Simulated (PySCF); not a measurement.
A side-by-side comparison of computed properties.

First species: BrFGeH₂.
SMILES: `[F][GeH2][Br]`

Second species: C4H9NS.
Bonds: C1–C2, C2–S3 (double), C2–N4, N4–C5, N4–C6. Hydrogens: H7, H8, H9 on C1; H10, H11, H12 on C5; H13, H14, H15 on C6.

Levels: CAM-B3LYP/def2-SVPD for dipole moment, HOMO energy, LUMO energy, HOMO–LUMO gap, static isotropic polarisability and electronic spatial extent ⟨r²⟩ about the centre of nuclear charge; TDDFT CAM-B3LYP/def2-SVPD for lowest singlet excitation; PBE0-D3(BJ)/def2-SVP for rotational constant A and rotational constant C. Geometries: PBE0-D3(BJ)/def2-SVP. All species are isolated and taken at one optimised geometry, non-relativistic unless stated. Electronic properties by PySCF.

The conformers computed, where there is a choice (atom-mapped SMILES and torsion angles):
- `[CH3:1][C:2](=[S:3])[N:4]([CH3:5])[CH3:6]`: C1–C2–N4–C5 -178°

Values for the first species:

```
Dipole moment                                                     : 2.31 D
HOMO energy                                                       : -10.02 eV
LUMO energy                                                       : -0.03 eV
HOMO–LUMO gap                                                     : 9.99 eV
Lowest singlet excitation                                         : 6.39 eV
Static isotropic polarisability                                   : 51.6 au
Electronic spatial extent ⟨r²⟩ about the centre of nuclear charge : 601 bohr²
Rotational constant A                                             : 12.168 GHz
Rotational constant C                                             : 1.678 GHz
```

Q: Estimate the same properties for the second species, and the change in each.

A: 
```csv
property,first,second,second less first
dipole moment,2.31 D,5.10 D,+2.79 D
HOMO energy,-10.02 eV,-7.15 eV,+2.87 eV
LUMO energy,-0.03 eV,0.35 eV,+0.38 eV
HOMO–LUMO gap,9.99 eV,7.50 eV,-2.49 eV
lowest singlet excitation,6.39 eV,3.48 eV,-2.91 eV
static isotropic polarisability,51.6 au,83.7 au,+32.1 au
electronic spatial extent ⟨r²⟩ about the centre of nuclear charge,601 bohr²,799 bohr²,+198 bohr²
rotational constant A,12.168 GHz,4.105 GHz,-8.063 GHz
rotational constant C,1.678 GHz,1.558 GHz,-0.120 GHz
```

On the first: The 10 singlets span 6.39 to 8.68 eV, and their oscillator strengths add up to 0.46. S1 lies 3.60 eV below the HOMO–LUMO gap; its leading configuration is HOMO→LUMO, weight 0.94. Relativistic effects, spin–orbit coupling among them, are left out although an element past zinc is present.

On the second: No computed singlet falls in the visible range (750 to 380 nm, 1.65 to 3.26 eV); S1 lies 0.22 eV above its blue end. In wavenumbers S1 is 28100 cm⁻¹ (1 eV = 8065.54 cm⁻¹).
